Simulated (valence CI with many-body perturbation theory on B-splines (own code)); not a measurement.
Level structure of Cl10+

Computed by relativistic CI+MBPT: five valence electrons over a frozen Dirac-Fock core [He], radial functions for each j: 11 s, 11 p, 10 d, 8 f, 5 g, 2 h, with the one-electron correlation potential Σ1 (screened to all orders), the two-electron term Σ2, the three-electron term Σ3, Breit, model QED; selected single and double excitations, second order for the rest, scaled by the run's own slope (own B-spline code, finite nucleus).

No measured levels were compared; by estimate levels of excited configurations hold to 0.05 to 0.15 % of their energy, terms of the ground configuration to about 0.5 %. Among the levels kept, up to 4800 cm⁻¹ of a level comes from second order outside the variational space, and about a tenth of that is noise between levels of different J, which matters for small intervals.

Levels 136 to 180 of 193, with energies above the lowest level, 2s²2p³ ⁴S°_3/2. "Leading %" is the weight of the configuration and term that name the level; weights of strongly mixed levels are sums over their largest components and can fall short. In the jj column 3d3/2^4 stands for four electrons in 3d with j = 3/2.

```csv
No.,Configuration,Term,J,E (Ry),Leading %,g,Second component,Leading jj
136,2s2p³3d,⁴F°,7/2,28.254,94,1.226,5 % 2s2p³3d ⁴G°,2s 2p1/2 2p3/2^2 3d3/2 (45 %)
137,2s2p³3d,⁴F°,9/2,28.270,93,1.322,7 % 2s2p³3d ⁴G°,2s 2p1/2 2p3/2^2 3d5/2 (76 %)
138,2s2p³3d,⁴G°,5/2,28.325,96,0.585,,2s 2p1/2 2p3/2^2 3d3/2 (39 %)
139,2s2p³3d,⁴G°,7/2,28.325,93,0.999,6 % 2s2p³3d ⁴F°,2s 2p1/2 2p3/2^2 3d3/2 (38 %)
140,2s2p³3d,⁴G°,9/2,28.326,91,1.184,7 % 2s2p³3d ⁴F°,2s 2p1/2 2p3/2^2 3d5/2 (50 %)
141,2s2p³3p,²S,1/2,28.326,96,1.994,,2s 2p3/2^3 3p3/2 (27 %)
142,2s2p³3d,⁴G°,11/2,28.327,99,1.272,,2s 2p1/2 2p3/2^2 3d5/2 (99 %)
143,2s2p³3d,⁴D°,1/2,28.447,98,0.011,,2s 2p1/2 2p3/2^2 3d3/2 (39 %)
144,2s2p³3d,⁴D°,3/2,28.449,97,1.203,,2s 2p1/2 2p3/2^2 3d3/2 (39 %)
145,2s2p³3d,⁴D°,7/2,28.451,98,1.428,,2s 2p1/2 2p3/2^2 3d5/2 (62 %)
146,2s2p³3d,⁴D°,5/2,28.452,98,1.372,,2s 2p1/2 2p3/2^2 3d3/2 (41 %)
147,2s2p³3s,²P°,3/2,28.463,94,1.343,,2s 2p3/2^3 3s (42 %)
148,2s2p³3s,²P°,1/2,28.467,94,0.702,,2s 2p3/2^3 3s (42 %)
149,2s2p³3d,²S°,1/2,28.484,97,1.994,,2s 2p1/2 2p3/2^2 3d5/2 (57 %)
150,2s2p³3d,²G°,9/2,28.520,98,1.113,,2s 2p1/2 2p3/2^2 3d3/2 (55 %)
151,2s2p³3d,²G°,7/2,28.523,98,0.892,,2s 2p1/2 2p3/2^2 3d5/2 (42 %)
152,2s2p³3d,⁴P°,5/2,28.574,97,1.598,,2s 2p1/2 2p3/2^2 3d5/2 (50 %)
153,2s2p³3d,⁴P°,3/2,28.594,92,1.715,,2s 2p1/2 2p3/2^2 3d3/2 (58 %)
154,2s2p³3d,⁴P°,1/2,28.605,97,2.650,,2s 2p1/2 2p3/2^2 3d3/2 (34 %)
155,2s2p³3d,²P°,3/2,28.657,91,1.353,5 % 2s2p³3d ⁴P°,2s 2p1/2 2p3/2^2 3d5/2 (58 %)
156,2s2p³3d,²P°,1/2,28.682,96,0.688,,2s 2p1/2 2p3/2^2 3d5/2 (56 %)
157,2s2p³3d,⁴S°,3/2,28.697,93,1.990,,2s 2p1/2 2p3/2^2 3d5/2 (43 %)
158,2s2p³3d,²D°,5/2,28.710,94,1.190,,2s 2p1/2 2p3/2^2 3d5/2 (38 %)
159,2s2p³3d,²D°,3/2,28.774,97,0.804,,2s 2p1/2 2p3/2^2 3d5/2 (46 %)
160,2s2p³3p,²P,1/2,28.792,86,0.880,10 % 2s2p³3p ⁴P,2s 2p1/2 2p3/2^2 3p3/2 (47 %)
161,2s2p³3p,²P,3/2,28.795,77,1.405,18 % 2s2p³3p ⁴P,2s 2p1/2 2p3/2^2 3p1/2 (46 %)
162,2s2p³3p,⁴P,1/2,28.850,84,2.444,10 % 2s2p³3p ²P,2s 2p1/2 2p3/2^2 3p1/2 (35 %)
163,2s2p³3d,²F°,7/2,28.852,95,1.147,,2s 2p1/2 2p3/2^2 3d5/2 (44 %)
164,2s2p³3p,⁴P,5/2,28.855,93,1.591,,2s 2p1/2 2p3/2^2 3p3/2 (52 %)
165,2s2p³3p,⁴P,3/2,28.858,76,1.653,20 % 2s2p³3p ²P,2s 2p1/2 2p3/2^2 3p3/2 (39 %)
166,2s2p³3d,²F°,5/2,28.860,91,0.878,4 % 2s2p³3d ²D°,2s 2p1/2 2p3/2^2 3d5/2 (52 %)
167,2s2p³3p,²F,5/2,28.870,97,0.861,,2s 2p1/2 2p3/2^2 3p1/2 (58 %)
168,2s2p³3p,²F,7/2,28.894,98,1.143,,2s 2p1/2 2p3/2^2 3p3/2 (76 %)
169,2s2p³3d,⁴F°,9/2,28.934,96,1.328,,2s 2p3/2^3 3d5/2 (51 %)
170,2s2p³3d,⁴F°,7/2,28.943,93,1.235,,2s 2p1/2 2p3/2^2 3d5/2 (42 %)
171,2s2p³3d,⁴F°,5/2,28.950,95,1.026,,2s 2p1/2 2p3/2^2 3d3/2 (36 %)
172,2s2p³3d,⁴F°,3/2,28.955,98,0.404,,2s 2p1/2 2p3/2^2 3d3/2 (75 %)
173,2s2p³3d,⁴P°,1/2,28.994,97,2.648,,2s 2p3/2^3 3d3/2 (45 %)
174,2s2p³3d,⁴P°,3/2,29.007,94,1.732,,2s 2p3/2^3 3d3/2 (25 %)
175,2s2p³3d,⁴P°,5/2,29.024,97,1.596,,2s 2p1/2 2p3/2^2 3d5/2 (52 %)
176,2s2p³3p,²D,3/2,29.040,95,0.801,,2s 2p1/2 2p3/2^2 3p3/2 (44 %)
177,2s2p³3p,²D,5/2,29.041,95,1.201,,2s 2p1/2 2p3/2^2 3p3/2 (56 %)
178,2s2p³3d,⁴D°,1/2,29.095,98,0.005,,2s 2p1/2 2p3/2^2 3d3/2 (50 %)
179,2s2p³3d,⁴D°,3/2,29.095,96,1.194,,2s 2p3/2^3 3d3/2 (27 %)
180,2s2p³3d,⁴D°,5/2,29.097,95,1.364,,2s 2p1/2 2p3/2^2 3d5/2 (28 %)
```
